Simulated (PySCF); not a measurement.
## Ionisation energy of Nd(45+) by level of theory

Nd(45+) [Ne] 3s2 3p3 (4S) → Nd(46+) [Ne] 3s2 3p2 (3P), as a difference of total energies. Computed with PySCF 2.14 in an even-tempered Gaussian basis (16 s from 9.6 bohr⁻², ratio 2.5; 10 p from 12 bohr⁻², ratio 2.5; 4 d from 50 bohr⁻², ratio 2.7; 4 f from 74 bohr⁻², ratio 2.7), with the non-relativistic Hamiltonian (point nucleus). Correlated levels: outer shells: 1s2 frozen; virtual orbitals above 40 to 60 times the deepest correlated orbital energy dropped. The calculations carry no spin-orbit coupling.

| method | ionisation energy (eV) |
| --- | --- |
| UHF | 3640.2 |
| LDA | 3640.6 |
| PBE | 3641.2 |
| PBE0 | 3641.3 |
| r2SCAN | 3642.1 |
| BHandHLYP | 3641.5 |
| M06-L | 3641.4 |
| MP2 (outer shells) | 3640.3 |
| SCS-MP2 (outer shells) | 3640.0 |

Spin-orbit coupling is strong in these open shells (close to jj coupling). The scalar numbers leave it out and a first-order estimate fails, so it can dominate the gap to the real levels.

The ground level that NIST lists for one species does not belong to the high-spin term computed here, so part of any gap is the choice of state.

The gap to the reference is mostly relativistic.

For comparison: 3662 ± 4 eV (theoretical estimate listed by NIST; NIST Atomic Spectra Database, ionization energies).
